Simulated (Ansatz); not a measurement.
Saddle search on Ge4NH15O, singlet by partitioned rational-function steps on PBE0-D4/def2-TZVP gradients (Ansatz 0.2.0), from this start:

```
21
angstrom
Ge -1.5978 0.0984 0.1155
Ge 2.4021 -0.2306 -0.8888
Ge -0.9624 -0.7129 2.3162
Ge -1.4441 -1.5310 -1.6867
H -2.9929 0.7632 0.1475
H 0.3838 1.6765 0.6175
N -0.4487 1.6086 -0.2941
H 1.8500 0.6998 0.7123
O 1.2672 1.3977 1.4665
H 2.0295 -1.7315 -1.1367
H 1.6030 0.4151 -2.1104
H 3.8487 -0.1600 -1.4691
H -0.9970 0.4279 3.3429
H -2.0449 -1.7511 2.6845
H 0.4063 -1.3950 2.2588
H -2.8751 -2.0361 -1.9547
H -0.5547 -2.7003 -1.2524
H -0.8895 -0.8532 -2.9476
H -0.9728 2.4690 -0.4562
H 0.1259 1.4131 -1.1246
H 1.8631 2.1323 1.6597
```

```csv
step,energy less the last (meV),largest force (eV/Å),curvature followed (eV/Å²)
1,36.6,0.264,-6.27
2,29.1,0.187,-6.30
3,31.8,0.285,-6.30
4,27.0,0.086,-6.30
5,26.8,0.182,-6.30
6,24.9,0.044,-6.30
7,24.4,0.061,-6.29
8,24.2,0.062,-6.29
9,23.7,0.021,-6.29
10,23.0,0.037,-6.29
11,22.1,0.021,-6.29
12,20.9,0.057,-6.29
13,19.6,0.056,-6.29
14,17.9,0.066,-6.29
15,16.1,0.112,-6.29
16,16.5,0.192,-6.29
17,13.1,0.031,-6.29
18,11.4,0.024,-6.29
19,9.2,0.039,-6.29
20,6.6,0.115,-6.30
21,6.9,0.289,-6.31
22,4.8,0.149,-6.44
23,4.7,0.170,-6.78
24,4.3,0.149,-7.04
25,3.8,0.061,-7.14
26,3.1,0.034,-7.15
27,2.8,0.035,-7.16
28,2.7,0.043,-7.16
29,2.8,0.108,-7.16
30,2.8,0.137,-7.15
31,2.4,0.099,-7.19
32,1.9,0.049,-7.16
33,1.5,0.043,-7.15
34,1.0,0.034,-7.15
35,0.9,0.058,-7.14
36,0.6,0.035,-7.14
37,0.5,0.037,-7.13
38,0.1,0.020,-7.13
39,0.0,0.016,-7.12
```

The search ended at:

```tsv
atom	x (Å)	y (Å)	z (Å)
Ge1	-1.5531	0.1178	0.0826
Ge2	2.3603	-0.3735	-0.6781
Ge3	-0.8657	-0.7804	2.2332
Ge4	-1.4900	-1.4172	-1.8026
H5	-2.9482	0.7739	0.1916
H6	0.3648	1.7898	0.5680
N7	-0.4509	1.6655	-0.3252
H8	1.8462	0.7938	0.7429
O9	1.2706	1.5766	1.4463
H10	2.2245	-1.9233	-0.5445
H11	1.4046	-0.1448	-1.9294
H12	3.7403	-0.2190	-1.3861
H13	-0.9391	0.3105	3.3069
H14	-1.9065	-1.8733	2.5481
H15	0.5283	-1.3965	2.1374
H16	-2.8644	-2.1099	-1.8334
H17	-0.3824	-2.4545	-1.6229
H18	-1.3020	-0.6180	-3.1006
H19	-1.0112	2.4943	-0.4893
H20	0.1085	1.4741	-1.1555
H21	1.8655	2.3141	1.6109
```
